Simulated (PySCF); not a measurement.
# A small benchmark: bond length Re of diatomics

PBE0, HF, r²SCAN in PySCF with x2c-TZVPPall on every atom, spin-free X2C, for the lowest determinant that a PBE0 search found; no spin–orbit coupling. Measured values: Huber and Herzberg, Constants of Diatomic Molecules (1979).

```json
{"molecule": "N2", "measured (Å)": "1.097685", "PBE0": "1.089", "HF": "1.066", "r²SCAN": "1.093"}
{"molecule": "SrS", "measured (Å)": "2.4405", "PBE0": "2.419", "HF": "2.461", "r²SCAN": "2.428"}
{"molecule": "SO", "measured (Å)": "1.481087", "PBE0": "1.480", "HF": "1.434", "r²SCAN": "1.490"}
{"molecule": "RbBr", "measured (Å)": "2.944744", "PBE0": "2.938", "HF": "3.031", "r²SCAN": "2.955"}
{"molecule": "CS", "measured (Å)": "1.534941", "PBE0": "1.529", "HF": "1.510", "r²SCAN": "1.536"}
{"molecule": "SiS", "measured (Å)": "1.929321", "PBE0": "1.930", "HF": "1.910", "r²SCAN": "1.937"}
{"molecule": "BrCl", "measured (Å)": "2.136065", "PBE0": "2.133", "HF": "2.127", "r²SCAN": "2.147"}
{"molecule": "BeO", "measured (Å)": "1.3309", "PBE0": "1.324", "HF": "1.296", "r²SCAN": "1.334"}
```

Q: Give the mean signed and mean absolute error of each level in pm, and name the best.

A: PBE0 -0.7 and 0.7; HF -0.8 and 3.4; r²SCAN +0.3 and 0.7. The best two lie too close to rank on so few molecules.

Q: Which molecule does PBE0 miss most?

A: SrS, by -2.2 pm.

The molecules are drawn from runs that passed checks on state, spin purity and fit, so the hardest cases are missing and the errors look smaller than over all diatomics.

States were picked by a PBE0 search and need not be the measured ground states.
